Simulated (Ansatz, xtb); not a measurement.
## A geometry optimisation of C2HAlSe with r2SCAN-D4/def2-SVP

The starting geometry of this gas-phase triplet was built from a drawn formula by distance geometry and a force field; its bonds are those of `[Se]=[C]1[C][AlH]1`.

```xyz
5

C     0.0467   -1.0293   -1.0790
C     1.4355   -1.6359   -0.8395
Al    1.1508   -0.4728    0.5986
Se   -1.4947   -0.8025   -2.0226
H     1.5084    0.2099    1.9202
```

Problem. Predict what it relaxes into with r2SCAN-D4/def2-SVP.

Solution. It keeps its bonds, and is `[Se]=[C]1[C][AlH]1`. Distances that change by over a tenth: C1–C2 (1.53 → 1.35 Å).

The energy falls by 0.78 eV over 10 steps:

```tsv
step	E − E(last) (eV)
1	0.776
2	0.197
3	0.089
4	0.012
5	0.006
6	0.002
7	0.000
8	0.000
9	0.000
10	0.000
```

Final geometry (Å):

```xyz
5

C     0.0698   -0.9386   -0.9420
C     1.2576   -1.5842   -0.9152
Al    1.1289   -0.4831    0.5912
Se   -1.3796   -0.9147   -2.0934
H     1.5699    0.1899    1.9370
```

From the same start GFN2-xTB ends elsewhere, differing in C1–Al3 (3.20 against 1.92 Å here).

No frequencies were run, so the end isn't proven a minimum. Open shells are spin-unrestricted. The triplet needn't be the ground state. Run with Ansatz 0.2.0, 5.3 min on 1 thread of Arm Neoverse V1, with other jobs on the host.
